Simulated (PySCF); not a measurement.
Levels of Nd²⁹⁺ from EOM-EA-GCCSD

Reference: closed-shell Nd³⁰⁺, [Ar] 3d10 4s2; one electron is added. Calculated with PySCF 2.14, two-component X2C-1e with screened spin-orbit coupling, an uncontracted even-tempered set (19 s from 1.1 bohr⁻², ratio 2.6; 15 p from 1.5 bohr⁻², ratio 2.6; 10 d from 1.5 bohr⁻², ratio 2.6; 6 f from 1.5 bohr⁻², ratio 2.8); frozen [Ar]; the 94 highest virtual spinors dropped; of the others 68 kept and the rest restored at second order. No Breit or QED terms. Binding energies in eV.

| level | Koopmans |
| --- | --- |
| 4p1/2 | 1091.3 |
| 4p3/2 | 1059.3 |

Q: How does correlation move these levels?

A: 4p1/2: second order 1092.9, EOM-CCSD 1092.7; 4p3/2: second order 1061.0, EOM-CCSD 1060.9.

For comparison, the ionisation energy of Nd²⁹⁺ is 1092 ± 4 eV (theoretical estimate listed by NIST; NIST Atomic Spectra Database, ionization energies).
